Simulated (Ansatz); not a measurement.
Reaction (redistribution): `[F][GeH]` + `N[SiH2]S[SiH2]N` → `[NH2][GeH]` + `N[SiH2]S[SiH2]F`

Gas-phase electronic energies from Ansatz, PBE0-D4/def2-TZVP geometries. CBS: MP2 limit from def2 TZ/QZ plus the TZ coupled-cluster correction, frozen cores. DFT in def2-TZVPP. B3LYP here is the variant with VWN-RPA as its local correlation; programs differ in this. For Ge outer-core shells are correlated without core-valence functions, which leaves a few kJ/mol of doubt a bond. Scalar relativity is left out up to krypton. Each species was taken in one conformer, which may not be the lowest.

`[F][GeH]`:

Z-matrix (Å, degrees):
```
Ge
F 1 1.757
H 1 1.609 2 94.2
```

`N[SiH2]S[SiH2]N`:

```xyz
13

N    -0.266   -2.150   -0.122
Si   -0.411   -0.954   -1.334
S    -1.508    0.839   -0.840
Si    0.067    1.785    0.226
N     0.697    0.712    1.423
H     0.237   -1.891    0.714
H    -1.058   -2.735    0.093
H     0.951   -0.523   -1.730
H    -1.160   -1.550   -2.465
H    -0.535    3.042    0.748
H     1.225    2.113   -0.643
H     1.649    0.852    1.725
H     0.110    0.459    2.205
```

`[NH2][GeH]`:

Z-matrix (Å, degrees):
```
N
Ge 1 1.816
H 1 1.008 2 121.9
H 1 1.007 2 125.6 3 180.0
H 2 1.602 1 92.6 3 180.0
```

`N[SiH2]S[SiH2]F`:

Cartesian coordinates in Å:
```
N -1.472 -1.240 -0.770
Si 0.125 -0.738 -1.101
S 1.481 -0.598 0.582
Si 0.811 1.252 1.335
F 1.516 2.481 0.596
H -1.656 -2.173 -0.436
H -2.137 -0.583 -0.395
H 0.773 -1.747 -1.968
H 0.041 0.601 -1.728
H -0.648 1.414 1.116
H 1.166 1.331 2.768
```

```json
{"level": "r2SCAN-D4", "ΔE (kcal/mol)": "-14.0", "difference from CCSD(T)/CBS": "0.4"}
{"level": "ωB97M-V", "ΔE (kcal/mol)": "-12.2", "difference from CCSD(T)/CBS": "2.2"}
{"level": "B2PLYP", "ΔE (kcal/mol)": "-14.0", "difference from CCSD(T)/CBS": "0.4"}
{"level": "r2SCAN", "ΔE (kcal/mol)": "-14.3", "difference from CCSD(T)/CBS": "0.1"}
{"level": "PBE0", "ΔE (kcal/mol)": "-13.5", "difference from CCSD(T)/CBS": "0.9"}
{"level": "B3LYP", "ΔE (kcal/mol)": "-13.8", "difference from CCSD(T)/CBS": "0.6"}
{"level": "MP2/def2-TZVPP", "ΔE (kcal/mol)": "-14.6", "difference from CCSD(T)/CBS": "-0.2"}
{"level": "CCSD/def2-TZVPP", "ΔE (kcal/mol)": "-14.2", "difference from CCSD(T)/CBS": "0.2"}
{"level": "CCSD(T)/def2-TZVPP", "ΔE (kcal/mol)": "-14.2", "difference from CCSD(T)/CBS": "0.2"}
{"level": "CCSD/CBS(def2)", "ΔE (kcal/mol)": "-14.4", "difference from CCSD(T)/CBS": "0.0"}
{"level": "CCSD(T)/CBS", "ΔE (kcal/mol)": "-14.4", "difference from CCSD(T)/CBS": "0"}
```

Largest T1 diagnostic among the species: 0.015.

The D4 term adds +1.4 kcal/mol with B3LYP and +0.8 kcal/mol with PBE0; it sums over pairs of atoms, weighted by their polarisabilities, and B3LYP, whose exchange is more repulsive, gets the larger term.
